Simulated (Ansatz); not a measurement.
Single points on Mg₁₄S₁₄.

```yaml
crystal:
  periodic: [false, false, false]
  atoms:
    - {symbol: Mg, position_ang: [0.364245, -5.200710, 0.197724]}
    - {symbol: S, position_ang: [0.033269, -4.969495, -2.071420]}
    - {symbol: Mg, position_ang: [0.251296, -2.679146, -1.750241]}
    - {symbol: S, position_ang: [-1.117121, -0.642270, -1.545811]}
    - {symbol: Mg, position_ang: [-2.192936, 1.562838, -1.748894]}
    - {symbol: S, position_ang: [-4.288044, 2.512149, -2.073692]}
    - {symbol: Mg, position_ang: [-4.312286, 2.920594, 0.194154]}
    - {symbol: S, position_ang: [1.837904, -6.191156, 1.898964]}
    - {symbol: Mg, position_ang: [1.966053, -3.890307, 2.501480]}
    - {symbol: S, position_ang: [0.133290, -2.784942, 1.303661]}
    - {symbol: Mg, position_ang: [-0.828941, -0.482449, 0.911497]}
    - {symbol: S, position_ang: [-2.341618, 1.500239, 1.305156]}
    - {symbol: Mg, position_ang: [-2.388687, 3.650818, 2.486819]}
    - {symbol: S, position_ang: [-4.449519, 4.690309, 1.895518]}
    - {symbol: Mg, position_ang: [3.817264, -5.532839, 0.611513]}
    - {symbol: S, position_ang: [3.947914, -2.969095, 1.449986]}
    - {symbol: Mg, position_ang: [2.231802, -1.420289, 0.715545]}
    - {symbol: S, position_ang: [1.353748, 0.789976, 1.162928]}
    - {symbol: Mg, position_ang: [-0.121126, 2.652772, 0.708104]}
    - {symbol: S, position_ang: [-0.593928, 4.912744, 1.451305]}
    - {symbol: Mg, position_ang: [-2.885030, 6.064292, 0.602204]}
    - {symbol: S, position_ang: [4.907990, -5.328835, -1.429720]}
    - {symbol: Mg, position_ang: [4.033300, -3.197415, -1.209997]}
    - {symbol: S, position_ang: [2.465956, -1.391771, -1.772061]}
    - {symbol: Mg, position_ang: [1.048637, 0.603043, -1.368369]}
    - {symbol: S, position_ang: [0.034725, 2.826960, -1.779608]}
    - {symbol: Mg, position_ang: [-0.750742, 5.084855, -1.210390]}
    - {symbol: S, position_ang: [-2.157392, 6.909130, -1.436356]}
basis:
  gaussian: {orbitals: def2-SVP, fitting: {mean_field: def2-universal-jkfit}, initial_orbitals: start.molden}
hamiltonian: {xc: {text: "exchange = 0.85*pbe_x + 0.15*exact_x\ncorrelation = pbe_c"}}
scf: {omitted_lower_state_checks: [starts]}
output: {orbitals: {seedname: orbitals}}
```

The file start.molden holds the orbitals of an earlier run on this structure, at another level or in another basis.

```sh
$ ansatz run in.yaml --threads 2 --pin off --events-out ev --progress --plain --max-ram 32768MiB --backend cuda --devices 0, --max-vram 18GiB
```

It prints (some lines left out):

```
Functional definition: unnamed
3360 factors; integrals over basis functions are off by at most 5.3e-2 eV
mean field evaluation 1: about -227792.0949 eV, gradient 6.4e0 eV
mean field evaluation 2: about -227792.1663 eV, gradient 8.5e-2 eV
mean field evaluation 4: about -227792.1509 eV, gradient 1.3e-4 eV
mean field -227792.15088889 eV, -8371.2071421012 hartree, gradient 2.0e-5 eV, S^2 0.000000; 0 other end points of the search recorded, 0 dependent functions left out
reference -227792.15099109 eV, -8371.2071458572 hartree; 196, 196 occupied and 308, 308 virtual orbitals, 3360 factors
Total energy: -227792.15099109 eV, -8371.2071458572 hartree
Checks for a lower state left out: starts
```

Hardware: 2 threads of AMD EPYC 7R13 on a shared host and a share (18 GiB) of an NVIDIA H100 80GB HBM3. Wall time 22 s, peak host memory 1 GiB.

The first input with `hamiltonian: {xc: {text: "exchange = 0.95*pbe_x + 0.05*exact_x\ncorrelation = pbe_c"}}` (abridged; 16 s):

```
Functional definition: unnamed
mean field -227783.87228009 eV, -8370.9029088391 hartree, gradient 2.1e-5 eV, S^2 0.000000
Total energy: -227783.87239337 eV, -8370.9029130022 hartree
Checks for a lower state left out: starts
```

As the first input, with `gaussian: {orbitals: STO-3G}`, `hamiltonian: {xc: hf}` (abridged; 13 s):

```
Functional definition: HF
mean field -224921.35722380 eV, -8265.7074208030 hartree, gradient 2.5e-5 eV, S^2 0.000000
Total energy: -224921.35722380 eV, -8265.7074208030 hartree
Checks for a lower state left out: starts
```

Geometry: PBE-D4/def2-SVP, loosely relaxed.

Single mean-field runs in def2-SVP are fitted with def2-universal-jkfit. The geometry of the charge 0 singlet is only loosely relaxed.
